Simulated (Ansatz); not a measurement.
Relaxation of CH$_{8}$BNO$_{2}$ (13 atoms, charge 0, multiplicity 1), to a largest force component of 0.03 eV/Å in at most 50 steps.

These are results of RKS BLYP-D4/def2-SVP in Ansatz, not measurements.

```xyz
13
Properties=species:S:1:pos:R:3:forces:R:3
B 0.224 -1.125 -0.084 1.86 0.17 -0.17
N 1.630 -0.629 -0.142 -1.45 -0.63 0.21
O -0.383 -1.454 -1.275 0.04 0.06 0.02
O -0.455 -1.345 1.102 0.02 -0.10 -0.01
H 0.217 1.219 -0.193 0.31 -0.11 -0.08
C -0.781 1.609 -0.003 -0.68 0.65 0.22
H 2.039 -0.351 -1.035 -0.07 -0.06 -0.04
H 2.047 -0.123 0.641 -0.01 -0.03 -0.02
H -1.244 -1.876 -1.111 -0.09 -0.01 -0.01
H 0.080 -1.173 1.896 0.01 0.03 0.03
H -0.722 2.434 0.740 -0.01 -0.04 -0.09
H -1.434 0.816 0.405 0.07 0.06 -0.03
H -1.219 1.999 -0.941 0.00 0.02 -0.02
```

Task: Where does it end, and by what steps?

Result: The run converged. The force dipped under the threshold on the way, but the program's further checks kept it going. After 34 steps the energy has fallen by 0.222 eV; H13 moved furthest, 1.06 Å.

```tsv
step	energy less start (eV)	largest force component (eV/Å)	accepted
0	0.0000	1.858	yes
2	-0.1430	1.026	no
4	-0.1900	0.158	yes
6	-0.1974	0.154	yes
8	-0.2054	0.227	yes
10	-0.2093	0.099	yes
12	-0.2113	0.217	no
14	-0.2141	0.113	yes
16	-0.2161	0.038	yes
18	-0.2170	0.033	yes
20	-0.2175	0.015	yes
22	-0.2181	0.053	yes
24	-0.2189	0.050	yes
26	-0.2196	0.060	yes
28	-0.2202	0.095	yes
30	-0.2214	0.009	yes
32	-0.2220	0.043	yes
34	-0.2223	0.027	yes
```

```xyz
13
Properties=species:S:1:pos:R:3
B 0.366 -1.431 -0.188
N 1.551 -0.647 -0.322
O 0.095 -2.379 -1.157
O -0.546 -1.281 0.851
H -0.033 1.537 -0.327
C -0.892 1.978 0.211
H 2.203 -0.805 -1.090
H 1.894 0.006 0.379
H -0.764 -2.805 -0.987
H -0.334 -0.547 1.454
H -0.579 2.291 1.228
H -1.694 1.219 0.286
H -1.267 2.864 -0.337
```

Whether the end is a true minimum wasn't checked by a vibrational analysis.

The run took 76 s on 2 threads of Arm Neoverse V1, on a shared host, peak memory 0.17 GiB.
